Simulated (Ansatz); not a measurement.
The first iterations of a band of Cl₄FH₂OTa (9 atoms, charge 0, multiplicity 1).

Level of theory: RKS BHLYP-D4/def2-SVP in Ansatz 0.2.0.

```json
{"movable images": "5", "climbing image": "yes", "spring": "5.0 eV/Å²", "optimiser": "quadratic models (default)", "start path": "through a guess of the saddle point", "force threshold": "0.05 eV/Å", "iteration limit": "60", "end points": "relaxed"}
```

Image 0:

```xyz
9
Properties=species:S:1:pos:R:3
Ta -0.060 0.041 0.185
F 1.748 0.522 0.364
Cl -0.297 0.396 2.479
Cl 0.452 -0.602 -2.020
Cl -1.067 1.987 -0.426
Cl -1.837 -1.478 0.211
O 1.031 -1.872 0.760
H 0.665 -2.739 0.580
H 1.985 -1.882 0.658
```

Image 6:

```xyz
9
Properties=species:S:1:pos:R:3
Ta -0.430 -0.179 0.121
F 2.995 -0.684 0.719
Cl 0.219 0.911 2.013
Cl 0.775 0.209 -1.772
Cl -1.988 1.468 -0.419
Cl -2.228 -1.655 0.132
O 0.583 -1.746 0.561
H 0.406 -2.674 0.708
H 2.289 -1.279 0.727
```

| iteration | highest image above the first end (eV) | largest band force component (eV/Å) |
| --- | --- | --- |
| 1 | 7.049 | 4.805 |
| 2 | 4.321 | 3.735 |
| 3 | 2.308 | 6.994 |
| 4 | 1.799 | 1.463 |
| 5 | 1.355 | 1.600 |
| 6 | 1.227 | 0.933 |
| 7 | 1.495 | 1.578 |
| 8 | 1.455 | 1.432 |
| 9 | 1.467 | 2.165 |
| 10 | 1.326 | 1.735 |
| 11 | 1.296 | 1.553 |
| 12 | 1.227 | 0.601 |
| 13 | 1.217 | 0.434 |

Does the band converge within its limit, and where does its top end?

The run converged. It ended after 41 iterations with the highest image 1.206 eV above the first end. A vibrational analysis at the climbing image gives one clearly imaginary mode, 58i cm⁻¹: a first-order saddle point. The orbitals stay closed-shell, which can raise the energy where a bond breaks towards radicals; this wasn't checked here.

The run took 7.9 min on 4 threads of INTEL(R) XEON(R) PLATINUM 8581C CPU @ 2.30GHz (Emerald Rapids) (shared host), peak memory 0.53 GiB.
